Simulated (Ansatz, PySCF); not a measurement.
Process, species as SMILES: CN(C)[Si](Br)(Br)Br + 6 [H][H] (H2) → 3 Br (HBr) + 2 C (CH4) + N (NH3) + [SiH4] (SiH4)
Each molecule is optimised on its own at B3LYP-D3(BJ)/def2-TZVP (Ansatz, a quantum-chemistry and plane-wave program), one conformer each, not searched for the lowest. Frequencies are from Ansatz or PySCF.

Wanted: energy of full hydrogenation (enthalpy at 298 K, with B3LYP-D3(BJ) rigid-rotor harmonic-oscillator terms), in kcal/mol. Cores are frozen in the correlated levels unless marked. Spin-orbit coupling is left out. The frozen core is the preceding noble-gas configuration, with the filled d and f shells of earlier blocks. No relativistic terms. CBS(X,Y): correlation extrapolated as X^-3; Hartree-Fock from the larger set. The bracket is a focal-point correction in the basis named.

RI-MP2/CBS(def2-TZVPPD,def2-QZVPPD)+[CCSD(T)-MP2]/def2-TZVPPD (Ansatz) gives 25.6 kcal/mol.

**Question.** Another calculation gave 9.5 kcal/mol. Which level was it?
A. BHLYP/def2-TZVPD (Ansatz)
B. PBE0/def2-TZVPD (Ansatz)
C. r2SCAN0/def2-TZVPD (Ansatz)
D. B2PLYP/def2-TZVPD (Ansatz)

**Answer.** A, BHLYP/def2-TZVPD (Ansatz). The others give 18.1 (PBE0), 24.8 (r2SCAN0), 21.0 (B2PLYP) kcal/mol.
